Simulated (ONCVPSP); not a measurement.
What the settings do to the ONCV potential of O

Base potential:

```json
{
  "Element": "O",
  "Generator": "ONCVPSP 4.0.1",
  "Type": "optimised norm-conserving Vanderbilt (ONCV)",
  "Functional": "PBE",
  "Relativity": "non-relativistic",
  "Frozen core": "[He]",
  "Valence charge": "6",
  "Reference configuration": "2s2 2p3 (charge +1)",
  "Partial waves": "2s: rc 0.85 bohr, ncon 3, nbas 7, qcut 9.6 1/bohr, 1 projector; 2p: rc 1.05 bohr, ncon 5, nbas 8, qcut 10.8 1/bohr, 2 projectors, debl 0.6 Ha; d scattering state at 0.13 Ha: rc 1.00 bohr, ncon 4, nbas 7, qcut 9.7 1/bohr, 2 projectors, debl 1.8 Ha",
  "Local potential": "polynomial inside 0.65 bohr (lpopt 5, dvloc0 -1 Ha)",
  "Core correction": "none"
}
```

In the p channel the program set the typed energies aside and used -0.899, 0.250 Ha.

All-electron outer shells of the reference configuration (PBE, non-relativistic, ld1.x):

```json
{"shell": "1s", "level (eV)": "-533.13", "outermost node (bohr)": "–", "outermost maximum (bohr)": "0.13"}
{"shell": "2s", "level (eV)": "-39.61", "outermost node (bohr)": "0.28", "outermost maximum (bohr)": "0.86"}
{"shell": "2p", "level (eV)": "-24.46", "outermost node (bohr)": "–", "outermost maximum (bohr)": "0.79"}
```

Cutoffs, loose and tight: the cutoffs (Ha) at which the residual kinetic energy of the hardest occupied pseudo-wave falls to 1 and 0.1 mHa per electron. They do not see the model core or the augmentation charge, which bear on the density cutoff. Test errors are all-electron minus pseudo excitation energies from the reference, over the configurations 2s2 2p4; 2s2 2p2; 2s2 2p1; 2s2 2p0. A dash means not determined; rows that change the core or the reference have their own tests.

```csv
change,outcome,"cutoff, loose","cutoff, tight",bound ghosts,GHOST(+) flags above zero,largest test error (meV)
base,"generated, projector energies reset by the program",52 Ha,95 Ha,none,none,+707
"core correction Teter function, fcfact 2.75, rcfact 1.1","generated, projector energies reset by the program",52 Ha,95 Ha,none,none,+776
"local potential polynomial inside 0.65 bohr (lpopt 5, dvloc0 1.5 Ha)","generated, projector energies reset by the program",52 Ha,95 Ha,none,none,+702
p: qcut 12.2,"generated, projector energies reset by the program",57 Ha,68 Ha,none,none,+656
"local potential polynomial inside 0.80 bohr (lpopt 5, dvloc0 0 Ha)","generated, projector energies reset by the program",52 Ha,95 Ha,none,none,+699
s: qcut 11.3; p: qcut 12.7; d: qcut 11.4,"generated, projector energies reset by the program",59 Ha,71 Ha,none,none,+612
d: qcut 11.1,"generated, projector energies reset by the program",52 Ha,95 Ha,none,none,+707
```
